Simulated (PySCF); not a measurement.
B3LYP has the VWN-RPA correlation part, as in Gaussian. Delta-SCF ions had no search for a lower state. Excitations are Tamm–Dancoff values on a coarser integration grid. The basis has no diffuse functions, so Rydberg states are missing or too high.

Cartesian coordinates (Å):
SMILES: [Ga]([SH])([SH])[SH]
```xyz
7

S      0.5475     1.2629    -1.3343
Ga     0.1225    -0.2026     0.2703
S     -1.9064    -0.9395     0.7511
S      1.7937    -0.9947     1.4784
H     -0.7358     1.3857    -1.7134
H     -2.5082    -0.2027    -0.1979
H      2.7239    -0.2800     0.8216
```
Charge 0, multiplicity 1.

Task: Estimate the S1–T1 gap (TDA), HOMO, total energy, vertical ionisation energy (Delta-SCF), T1 excitation (TDA), HOMO–LUMO gap, LUMO and dipole moment that B3LYP-D3(BJ)/def2-TZVP in PySCF 2.14.0 returns for this input.

Result: 
- S1–T1 gap (TDA) = 0.28 eV
- HOMO = -7.39 eV
- total energy = -3121.5088 Ha
- vertical ionisation energy (Delta-SCF) = 9.43 eV
- T1 excitation (TDA) = 4.68 eV
- HOMO–LUMO gap = 6.03 eV
- LUMO = -1.36 eV
- dipole moment = 1.48 D
